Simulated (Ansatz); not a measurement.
Born–Oppenheimer molecular dynamics of FH₇N₂OSi₂ (13 atoms, charge 0, multiplicity 1). It starts from a relaxed structure.

Computed with Ansatz 0.2.0, RKS PBE0/STO-3G.

```json
{"ensemble": "NVE (velocity Verlet)", "time step": "0.5 fs", "steps asked": "100", "starting velocities drawn for": "400 K", "masses": "H 10 u", "seed": "82555"}
```

Frames 2.5 fs apart, positions in Å, forces in eV/Å.

Velocities at 15 fs (Å/ps):

```
Si 1.12 -1.03 -1.20
F -3.83 2.19 -1.92
O -2.77 4.55 0.74
Si 3.29 -0.07 2.33
H -6.48 -5.45 -5.05
H 5.07 -5.85 -3.42
H 0.58 8.70 -0.43
N 1.01 -2.13 2.21
H 0.32 1.22 8.08
H 1.61 2.85 -1.05
N -2.26 -1.71 0.56
H -3.89 -1.52 -2.29
H 3.86 -2.95 -0.42
```

```xyz
13
Properties=species:S:1:pos:R:3:forces:R:3 time_fs=15 energy_less_start_eV=0.288 T=198
Si -0.009 -0.071 -0.083 -0.19 0.08 0.58
F -0.257 0.206 1.500 0.25 -0.25 0.32
O 1.607 0.112 -0.473 -0.27 0.37 -0.06
Si 2.438 -1.265 -0.954 0.19 -1.01 0.63
H 1.913 -1.889 -2.131 -0.06 0.01 -0.46
H 3.846 -1.038 -1.098 0.15 0.57 -0.28
H 2.380 -2.236 0.103 -0.11 -0.33 0.18
N -0.846 1.198 -0.917 -1.35 2.64 -0.05
H -1.603 1.713 -0.326 1.31 -1.37 -0.90
H -0.260 2.021 -1.265 -0.25 -1.29 0.32
N -0.654 -1.662 -0.449 1.10 0.54 0.73
H -1.114 -2.193 0.322 0.04 0.35 -0.35
H -1.258 -1.632 -1.269 -0.81 -0.31 -0.66
13
Properties=species:S:1:pos:R:3:forces:R:3 time_fs=17.5 energy_less_start_eV=0.324 T=172
Si -0.007 -0.074 -0.086 -0.54 0.05 0.71
F -0.267 0.211 1.495 0.28 -0.28 0.32
O 1.600 0.124 -0.472 0.33 -0.05 -0.27
Si 2.446 -1.266 -0.948 -0.27 -0.59 -0.31
H 1.896 -1.902 -2.145 0.24 0.33 0.19
H 3.860 -1.051 -1.108 0.03 0.58 -0.24
H 2.381 -2.216 0.103 -0.11 -0.68 0.57
N -0.847 1.199 -0.911 -1.28 2.81 -0.12
H -1.598 1.712 -0.308 1.37 -1.36 -0.98
H -0.257 2.024 -1.267 -0.41 -1.46 0.43
N -0.657 -1.665 -0.447 1.21 0.66 0.60
H -1.124 -2.196 0.316 -0.01 0.28 -0.17
H -1.251 -1.640 -1.272 -0.81 -0.29 -0.72
13
Properties=species:S:1:pos:R:3:forces:R:3 time_fs=20 energy_less_start_eV=0.309 T=183
Si -0.006 -0.076 -0.086 -0.93 0.38 0.62
F -0.275 0.216 1.492 0.29 -0.30 0.34
O 1.594 0.136 -0.471 0.81 -0.42 -0.44
Si 2.454 -1.269 -0.942 -0.63 -0.18 -1.06
H 1.882 -1.914 -2.157 0.49 0.57 0.70
H 3.873 -1.060 -1.119 -0.13 0.56 -0.19
H 2.381 -2.199 0.106 -0.11 -0.94 0.87
N -0.852 1.211 -0.907 -0.75 1.76 -0.21
H -1.585 1.703 -0.297 0.91 -0.89 -0.67
H -0.256 2.018 -1.266 -0.33 -1.12 0.37
N -0.655 -1.665 -0.441 0.88 0.61 -0.05
H -1.134 -2.197 0.308 -0.04 0.22 0.04
H -1.249 -1.650 -1.279 -0.44 -0.25 -0.32
13
Properties=species:S:1:pos:R:3:forces:R:3 time_fs=22.5 energy_less_start_eV=0.310 T=182
Si -0.006 -0.078 -0.086 -1.18 0.89 0.36
F -0.282 0.219 1.490 0.29 -0.30 0.38
O 1.591 0.146 -0.472 1.05 -0.70 -0.54
Si 2.460 -1.272 -0.939 -0.83 0.09 -1.46
H 1.870 -1.922 -2.165 0.65 0.71 1.03
H 3.885 -1.066 -1.130 -0.32 0.53 -0.13
H 2.381 -2.188 0.115 -0.10 -1.04 0.98
N -0.861 1.231 -0.903 0.07 -0.14 -0.41
H -1.567 1.688 -0.289 0.03 -0.07 0.01
H -0.258 2.006 -1.263 -0.03 -0.38 0.16
N -0.650 -1.663 -0.436 0.29 0.34 -0.78
H -1.143 -2.197 0.300 0.00 0.23 0.17
H -1.249 -1.662 -1.288 0.07 -0.17 0.23
13
Properties=species:S:1:pos:R:3:forces:R:3 time_fs=25 energy_less_start_eV=0.365 T=144
Si -0.009 -0.077 -0.085 -1.15 1.33 0.02
F -0.288 0.221 1.489 0.29 -0.28 0.42
O 1.592 0.153 -0.475 1.01 -0.86 -0.54
Si 2.465 -1.274 -0.939 -0.90 0.15 -1.43
H 1.862 -1.925 -2.167 0.73 0.75 1.15
H 3.896 -1.069 -1.143 -0.50 0.49 -0.08
H 2.381 -2.184 0.129 -0.06 -0.92 0.83
N -0.870 1.250 -0.901 0.81 -2.11 -0.68
H -1.549 1.674 -0.281 -0.94 0.78 0.82
H -0.259 1.992 -1.259 0.40 0.48 -0.12
N -0.643 -1.659 -0.434 -0.29 -0.07 -1.18
H -1.153 -2.195 0.294 0.14 0.33 0.17
H -1.249 -1.674 -1.296 0.46 -0.05 0.61
13
Properties=species:S:1:pos:R:3:forces:R:3 time_fs=27.5 energy_less_start_eV=0.396 T=122
Si -0.015 -0.074 -0.084 -0.79 1.47 -0.28
F -0.294 0.223 1.489 0.27 -0.27 0.45
O 1.597 0.158 -0.480 0.73 -0.91 -0.46
Si 2.467 -1.277 -0.941 -0.85 0.03 -1.00
H 1.858 -1.924 -2.162 0.71 0.67 1.07
H 3.903 -1.069 -1.156 -0.65 0.44 -0.04
H 2.379 -2.185 0.148 0.00 -0.64 0.46
N -0.875 1.260 -0.901 0.95 -3.21 -0.73
H -1.536 1.663 -0.269 -1.38 1.24 1.20
H -0.258 1.980 -1.255 0.74 1.08 -0.33
N -0.637 -1.656 -0.437 -0.64 -0.43 -1.09
H -1.163 -2.192 0.288 0.31 0.46 0.07
H -1.246 -1.687 -1.300 0.60 0.07 0.65
13
Properties=species:S:1:pos:R:3:forces:R:3 time_fs=30 energy_less_start_eV=0.334 T=165
Si -0.022 -0.068 -0.083 -0.18 1.17 -0.46
F -0.299 0.223 1.491 0.25 -0.25 0.45
O 1.604 0.159 -0.487 0.29 -0.85 -0.32
Si 2.468 -1.279 -0.946 -0.70 -0.15 -0.28
H 1.859 -1.920 -2.151 0.59 0.50 0.81
H 3.907 -1.066 -1.170 -0.75 0.39 -0.01
H 2.378 -2.189 0.170 0.06 -0.28 -0.02
N -0.877 1.257 -0.905 0.42 -2.85 -0.40
H -1.531 1.661 -0.249 -0.98 1.09 0.80
H -0.253 1.975 -1.254 0.72 1.12 -0.30
N -0.634 -1.654 -0.445 -0.63 -0.57 -0.58
H -1.170 -2.185 0.283 0.45 0.54 -0.03
H -1.240 -1.700 -1.301 0.45 0.15 0.33
13
Properties=species:S:1:pos:R:3:forces:R:3 time_fs=32.5 energy_less_start_eV=0.257 T=219
Si -0.030 -0.059 -0.083 0.54 0.46 -0.45
F -0.303 0.223 1.494 0.24 -0.24 0.38
O 1.613 0.156 -0.495 -0.19 -0.71 -0.16
Si 2.468 -1.282 -0.952 -0.48 -0.30 0.58
H 1.863 -1.912 -2.135 0.38 0.24 0.39
H 3.906 -1.061 -1.183 -0.79 0.34 0.02
H 2.377 -2.196 0.191 0.13 0.05 -0.49
N -0.876 1.242 -0.911 -0.32 -1.24 0.02
H -1.531 1.664 -0.225 -0.11 0.53 -0.11
H -0.243 1.976 -1.254 0.29 0.57 -0.04
N -0.634 -1.655 -0.455 -0.24 -0.40 0.14
H -1.174 -2.175 0.278 0.47 0.52 -0.04
H -1.231 -1.711 -1.300 0.09 0.19 -0.23
13
Properties=species:S:1:pos:R:3:forces:R:3 time_fs=35 energy_less_start_eV=0.275 T=207
Si -0.036 -0.050 -0.084 1.22 -0.45 -0.25
F -0.306 0.222 1.498 0.24 -0.24 0.25
O 1.620 0.151 -0.504 -0.64 -0.49 0.00
Si 2.466 -1.285 -0.956 -0.22 -0.35 1.41
H 1.870 -1.903 -2.117 0.12 -0.08 -0.14
H 3.900 -1.054 -1.196 -0.76 0.30 0.03
H 2.377 -2.202 0.210 0.18 0.29 -0.86
N -0.877 1.222 -0.916 -0.85 0.80 0.23
H -1.532 1.670 -0.202 0.64 -0.07 -0.96
H -0.232 1.980 -1.254 -0.32 -0.24 0.26
N -0.634 -1.657 -0.464 0.32 -0.03 0.73
H -1.176 -2.163 0.272 0.37 0.38 0.07
H -1.221 -1.722 -1.300 -0.29 0.18 -0.79
13
Properties=species:S:1:pos:R:3:forces:R:3 time_fs=37.5 energy_less_start_eV=0.357 T=149
Si -0.040 -0.041 -0.086 1.70 -1.24 0.02
F -0.308 0.220 1.504 0.26 -0.24 0.07
O 1.626 0.145 -0.512 -0.98 -0.26 0.15
Si 2.464 -1.289 -0.957 0.01 -0.31 2.06
H 1.877 -1.894 -2.099 -0.16 -0.40 -0.66
H 3.890 -1.045 -1.210 -0.67 0.27 0.05
H 2.378 -2.207 0.224 0.21 0.42 -1.07
N -0.882 1.205 -0.921 -1.04 2.37 0.22
H -1.530 1.677 -0.184 1.01 -0.47 -1.45
H -0.223 1.983 -1.253 -0.80 -0.88 0.46
N -0.633 -1.660 -0.471 0.75 0.37 0.86
H -1.175 -2.148 0.268 0.16 0.17 0.28
H -1.214 -1.731 -1.305 -0.46 0.19 -1.01
13
Properties=species:S:1:pos:R:3:forces:R:3 time_fs=40 energy_less_start_eV=0.387 T=128
Si -0.040 -0.035 -0.087 1.82 -1.62 0.20
F -0.309 0.217 1.509 0.30 -0.24 -0.13
O 1.627 0.137 -0.520 -1.17 -0.03 0.27
Si 2.462 -1.294 -0.954 0.12 -0.21 2.36
H 1.883 -1.887 -2.086 -0.37 -0.65 -1.03
H 3.876 -1.035 -1.222 -0.50 0.25 0.08
H 2.381 -2.208 0.231 0.23 0.43 -1.10
N -0.891 1.198 -0.924 -0.88 2.91 0.14
H -1.522 1.680 -0.174 0.98 -0.54 -1.50
H -0.218 1.981 -1.249 -1.02 -1.10 0.50
N -0.629 -1.661 -0.474 0.82 0.60 0.43
H -1.174 -2.132 0.264 -0.06 -0.03 0.51
H -1.208 -1.739 -1.315 -0.28 0.23 -0.73
13
Properties=species:S:1:pos:R:3:forces:R:3 time_fs=42.5 energy_less_start_eV=0.317 T=177
Si -0.037 -0.032 -0.089 1.52 -1.48 0.20
F -0.310 0.214 1.514 0.34 -0.24 -0.32
O 1.625 0.129 -0.527 -1.18 0.15 0.35
Si 2.460 -1.299 -0.946 0.07 -0.09 2.18
H 1.887 -1.885 -2.078 -0.44 -0.76 -1.14
H 3.858 -1.022 -1.235 -0.30 0.24 0.12
H 2.384 -2.208 0.232 0.24 0.32 -0.94
N -0.904 1.203 -0.927 -0.40 2.24 0.02
H -1.508 1.680 -0.174 0.60 -0.26 -1.11
H -0.219 1.972 -1.242 -0.91 -0.85 0.38
N -0.622 -1.659 -0.475 0.53 0.55 -0.21
H -1.173 -2.116 0.264 -0.17 -0.12 0.59
H -1.205 -1.746 -1.330 0.11 0.31 -0.12
```

Of the whole run (50 fs, mean temperature of the second half 184 K): The conserved energy stayed within 0.062 meV per atom of its start (net change 0.042 meV per atom), so the integration is sound. A run of 0.05 ps of so small a system gives no equilibrium averages. Limits of this set-up: minimal basis.

Run time: 5.5 min on 1 thread of Arm Neoverse V1, with other jobs on the host, peak memory 0.12 GiB.
